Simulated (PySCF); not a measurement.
C6H10F: g tensor and hyperfine couplings

Species: C6H10F (doublet state).
Z-matrix (Å and degrees, GFN2-xTB geometry), rows numbered from 1:
```
C 
C   1  1.4709
C   2  1.5418  1  112.84
C   3  1.5294  2  110.41  1  -176.13
C   3  1.4962  2  109.56  1    62.63
C   5  1.3173  3  123.74  2  -119.33
F   6  1.3468  5  121.90  3   179.83
H   1  1.0720  2  120.25  3    34.72
H   1  1.0712  2  121.04  3  -148.19
H   2  1.0938  1  110.25  3   123.25
H   2  1.1026  1  110.21  3  -119.66
H   3  1.0946  2  108.63  1   -56.47
H   4  1.0875  3  110.38  2    60.12
H   4  1.0878  3  110.52  2   -59.92
H   4  1.0873  3  110.43  2  -179.92
H   5  1.0807  3  116.80  2    60.37
H   6  1.0804  5  126.37  3    -0.42
```

The hyperfine couplings belong to this conformer and change with its torsions.

Identity: `F/C=C/[C@H](C[CH2])C` [radical].

The calculation used UKS B3LYP, pcH-1 on C F H, non-relativistic, mean-field spin-orbit, GIAO in PySCF 2.14.0. Isolated species at its GFN2-xTB geometry (one conformer only). GFN2-xTB frequencies show an imaginary mode (72i cm⁻¹), so this geometry is no minimum at that level. A GFN2-xTB geometry isn't a minimum of the functional, and hyperfine couplings can be far from their values at a DFT geometry. No stability test was run, so a lower SCF solution isn't excluded.

| Quantity | Value |
| --- | --- |
| g1, g2, g3 | 2.00218, 2.00275, 2.00288 |
| g_iso | 2.00260 |
| Form of g | rhombic: the two nearest values differ by 19 % of g3 − g1 |
| ⟨S²⟩ | 0.7536 (exact 0.7500) |
| α and β electrons | 28, 27 |
| Total energy | -334.44066 Eh |

Isotropic coupling and dipolar principal values T1 to T3, in mT; ρ(0) is the spin density at the nucleus (MHz turned into mT with g_iso):

```json
{"atom": "C1", "isotope": "13C", "a_iso": "3.20", "T1": "-2.93", "T2": "-2.91", "T3": "5.84", "Mulliken spin population": "1.09", "ρ(0) (bohr⁻³)": "0.0798"}
{"atom": "C2", "isotope": "13C", "a_iso": "-1.21", "T1": "-0.08", "T2": "0.01", "T3": "0.07", "Mulliken spin population": "-0.09", "ρ(0) (bohr⁻³)": "-0.0302"}
{"atom": "C3", "isotope": "13C", "a_iso": "0.90", "T1": "-0.10", "T2": "-0.08", "T3": "0.18", "Mulliken spin population": "0.02", "ρ(0) (bohr⁻³)": "0.0223"}
{"atom": "C4", "isotope": "13C", "a_iso": "-0.06", "T1": "-0.02", "T2": "-0.01", "T3": "0.03", "Mulliken spin population": "0.00", "ρ(0) (bohr⁻³)": "-0.0014"}
{"atom": "C5", "isotope": "13C", "a_iso": "-0.05", "T1": "-0.04", "T2": "-0.02", "T3": "0.06", "Mulliken spin population": "0.00", "ρ(0) (bohr⁻³)": "-0.0012"}
{"atom": "C6", "isotope": "13C", "a_iso": "0.13", "T1": "-0.03", "T2": "-0.02", "T3": "0.05", "Mulliken spin population": "0.00", "ρ(0) (bohr⁻³)": "0.0031"}
{"atom": "F7", "isotope": "19F", "a_iso": "0.01", "T1": "-0.07", "T2": "-0.06", "T3": "0.13", "Mulliken spin population": "0.00", "ρ(0) (bohr⁻³)": "0.0001"}
{"atom": "H8", "isotope": "1H", "a_iso": "-2.27", "T1": "-1.42", "T2": "-0.01", "T3": "1.43", "Mulliken spin population": "-0.05", "ρ(0) (bohr⁻³)": "-0.0142"}
{"atom": "H9", "isotope": "1H", "a_iso": "-2.31", "T1": "-1.42", "T2": "0.00", "T3": "1.42", "Mulliken spin population": "-0.05", "ρ(0) (bohr⁻³)": "-0.0145"}
{"atom": "H10", "isotope": "1H", "a_iso": "1.16", "T1": "-0.18", "T2": "-0.15", "T3": "0.33", "Mulliken spin population": "0.01", "ρ(0) (bohr⁻³)": "0.0073"}
{"atom": "H11", "isotope": "1H", "a_iso": "5.44", "T1": "-0.22", "T2": "-0.11", "T3": "0.33", "Mulliken spin population": "0.06", "ρ(0) (bohr⁻³)": "0.0341"}
{"atom": "H12", "isotope": "1H", "a_iso": "-0.07", "T1": "-0.11", "T2": "-0.10", "T3": "0.21", "Mulliken spin population": "0.00", "ρ(0) (bohr⁻³)": "-0.0004"}
{"atom": "H13", "isotope": "1H", "a_iso": "0.00", "T1": "-0.05", "T2": "-0.03", "T3": "0.09", "Mulliken spin population": "0.00", "ρ(0) (bohr⁻³)": "0.0000"}
{"atom": "H14", "isotope": "1H", "a_iso": "0.02", "T1": "-0.04", "T2": "-0.04", "T3": "0.08", "Mulliken spin population": "0.00", "ρ(0) (bohr⁻³)": "0.0001"}
{"atom": "H15", "isotope": "1H", "a_iso": "0.03", "T1": "-0.04", "T2": "-0.02", "T3": "0.06", "Mulliken spin population": "0.00", "ρ(0) (bohr⁻³)": "0.0002"}
{"atom": "H16", "isotope": "1H", "a_iso": "0.00", "T1": "-0.07", "T2": "-0.07", "T3": "0.14", "Mulliken spin population": "0.00", "ρ(0) (bohr⁻³)": "0.0000"}
{"atom": "H17", "isotope": "1H", "a_iso": "0.00", "T1": "-0.05", "T2": "-0.05", "T3": "0.10", "Mulliken spin population": "0.00", "ρ(0) (bohr⁻³)": "0.0000"}
```

The Mulliken spin populations are largest on C1 (+1.09), C2 (-0.09) and H11 (+0.06). No atom but C1 exceeds +0.15. The positive populations add up to 1.18 and the negative ones to -0.18, together 2S = 1. The angles at C1 add up to 359.9°, so it is planar; its axial dipolar tensor and the negative couplings of its protons fit spin in a p orbital normal to that plane.

Axes: g2 points within 8° of the C1–C2 bond.

Under fast tumbling the dipolar parts average out, and these isotropic splittings remain: 1 × 1H (H11, I = 1/2, 2 lines) with 5.44 mT, 2 × 1H (H8/H9, I = 1/2, 3 lines) with 2.29 mT, 1 × 1H (H10, I = 1/2, 2 lines) with 1.16 mT and 1 × 1H (H12, I = 1/2, 2 lines) with 0.07 mT.

Class means assume fast exchange of nuclei equivalent by connectivity; if that motion is slow, each nucleus keeps its own coupling.

The 13C coupling of C1 (89.8 MHz) shows only in satellite lines or after enrichment, since that isotope makes up about 1.07 % of natural carbon.
